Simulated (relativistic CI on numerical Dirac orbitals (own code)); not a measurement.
Hf³⁺: 5p photoemission

Computed with this model: Dirac-Coulomb-Breit CI, KLI orbitals optimised for each configuration, QED by a radiative potential, valence Slater integrals scaled by 0.7, multiplet model of photoemission in the sudden approximation; configurations [Xe] 4f14 5d → [Kr] 4d10 4f14 5s2 5p5 5d; 300 K; Lorentzian 1.05 eV and Gaussian 0.6 eV FWHM. Energies are those of the free ion, without screening or charge transfer. The energies are binding energies and can lie tens of eV above those of solids. S is read from ⟨S²⟩ = S(S + 1).

Field parameters in Wybourne normalisation: D4h B²₀ = −7Ds, B⁴₀ = 21(Dq − Dt), B⁴₄ = 21√(5/14) Dq; Oh B⁴₀ = 21Dq, B⁴₄ = √(5/14) B⁴₀; Td as Oh with Dq negative (B⁴₀ = 21Dq, B⁴₄ = √(5/14) B⁴₀). The field is a parameter set, without covalency.

free ion: ground-state S = 0.50, centroid 69.14 eV. Peaks (eV, height): 66.2 (100), 70.2 (13), 74.0 (44), 78.4 (22).

Td, 10Dq = -19350 cm⁻¹: ground-state S = 0.50, centroid 69.22 eV. Peaks (eV, height): 66.0 (100), 71.6 (12), 74.2 (54), 79.8 (8).

Oh, 10Dq = 24200 cm⁻¹: ground-state S = 0.50, centroid 69.19 eV. Peaks (eV, height): 66.2 (100), 71.8 (11), 74.2 (48), 76.2 (21), 80.0 (8).

D4h, 10Dq = 42250, Ds = 2430, Dt = -800 cm⁻¹: ground-state S = 0.50, centroid 69.20 eV. Peaks (eV, height): 66.0 (100), 74.2 (51), 77.2 (15).

D4h, 10Dq = 18200, Ds = -430, Dt = 670 cm⁻¹: ground-state S = 0.50, centroid 69.21 eV. Peaks (eV, height): 66.2 (100), 71.2 (11), 74.2 (52), 79.4 (10).

Strongest unbroadened transitions for Oh, 10Dq = 24200 cm⁻¹:

| Energy (eV) | Relative strength |
| --- | --- |
| 64.97 | 34.2 |
| 65.37 | 90.1 |
| 65.97 | 84.3 |
| 65.99 | 26.6 |
| 66.01 | 59.5 |
| 66.28 | 83.0 |
| 66.56 | 33.7 |
| 66.58 | 42.7 |
| 66.87 | 62.5 |
| 68.15 | 20.6 |
| 68.78 | 4.5 |
| 68.98 | 0.9 |
| 71.72 | 25.2 |
| 74.12 | 68.4 |
| 74.13 | 100.0 |
| 74.77 | 3.9 |
| 76.26 | 64.4 |
| 79.96 | 24.7 |
